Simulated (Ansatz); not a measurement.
Gas-phase electronic energies from Ansatz, PBE0-D4/def2-TZVP geometries. CCSD(T)/CBS adds triple-zeta CCSD(T) − MP2 to the extrapolated MP2 energy (def2 sets, frozen cores). Functionals use def2-TZVPP. B3LYP here is the variant with VWN-RPA as its local correlation; programs differ in this. For Se outer-core shells are correlated without core-valence functions, which leaves a few kJ/mol of doubt a bond. Scalar relativity is left out up to krypton. Each species was taken in one conformer, which may not be the lowest.

`B[Se]C` + `CS[SiH2]O` → `BO[SiH2]SC` + `C[SeH]`  (ligand exchange at a B–Se bond)

`B[Se]C`:

```xyz
8

B     1.442   -0.087   -0.839
Se    0.660    0.859    0.591
C    -1.131    0.089    0.681
H     0.822   -0.921   -1.424
H     2.566    0.201   -1.108
H    -1.228   -0.666   -0.095
H    -1.860    0.883    0.531
H    -1.271   -0.358    1.664
```

`CS[SiH2]O`:

Z-matrix (Å, degrees):
```
C
S 1 1.818
H 1 1.089 2 111.0
H 1 1.090 2 110.8 3 -122.4
H 1 1.089 2 106.9 3 118.9
Si 2 2.119 1 99.7 3 59.8
O 6 1.646 2 113.6 1 -63.8
H 6 1.485 2 104.1 1 173.6
H 6 1.481 2 110.9 1 52.7
H 7 0.959 6 116.7 2 -56.8
```

`BO[SiH2]SC`:

Z-matrix (Å, degrees):
```
Si
O 1 1.660
S 1 2.108 2 112.1
H 1 1.478 2 107.6 3 117.0
H 1 1.486 2 107.5 3 -121.1
B 2 1.347 1 130.7 3 99.3
C 3 1.818 1 99.4 2 -69.4
H 6 1.205 2 120.0 1 1.7
H 6 1.198 2 118.2 1 -178.1
H 7 1.090 3 111.1 1 69.2
H 7 1.090 3 111.1 1 -53.7
H 7 1.089 3 106.7 1 -172.4
```

`C[SeH]`:

Cartesian coordinates in Å:
```
C -0.036 0.374 -0.396
Se -0.444 -1.319 0.478
H -0.349 1.210 0.224
H -0.608 0.378 -1.323
H 1.025 0.439 -0.628
H 0.413 -1.081 1.646
```

| level | ΔE (kJ/mol) | difference from CCSD(T)/CBS |
| --- | --- | --- |
| PBE-D4 | -23.7 | 7.8 |
| r2SCAN-D4 | -29.2 | 2.3 |
| PBE0-D4 | -28.6 | 2.9 |
| B3LYP-D4 | -40.0 | -8.5 |
| ωB97X-V | -38.8 | -7.3 |
| ωB97M-V | -38.7 | -7.2 |
| B2PLYP | -36.9 | -5.4 |
| PBE | -22.8 | 8.7 |
| r2SCAN | -28.7 | 2.8 |
| PBE0 | -27.7 | 3.8 |
| B3LYP | -39.0 | -7.5 |
| HF/def2-TZVPP | -55.9 | -24.4 |
| MP2/def2-TZVPP | -30.5 | 1.0 |
| SCS-MP2/def2-TZVPP | -37.2 | -5.7 |
| CCSD/def2-TZVPP | -37.7 | -6.2 |
| CCSD(T)/def2-TZVPP | -33.9 | -2.4 |
| HF/def2-QZVPP | -57.8 | -26.3 |
| MP2/def2-QZVPP | -29.7 | 1.8 |
| SCS-MP2/def2-QZVPP | -36.6 | -5.1 |
| HF/CBS(def2) | -58.1 | -26.6 |
| MP2/CBS(def2) | -28.1 | 3.4 |
| CCSD/CBS(def2) | -35.3 | -3.8 |
| CCSD(T)/CBS | -31.5 | 0 |

Largest T1 diagnostic among the species: 0.013.

In def2-TZVPP, CCSD(T) changes the Hartree–Fock value by +22.0 kJ/mol (the triples alone add +3.8 kJ/mol) and MP2 by +25.5 kJ/mol. From PBE to PBE0 (25 % exact exchange), in def2-TZVPP and without D4, ΔE moves by −4.8 kJ/mol.
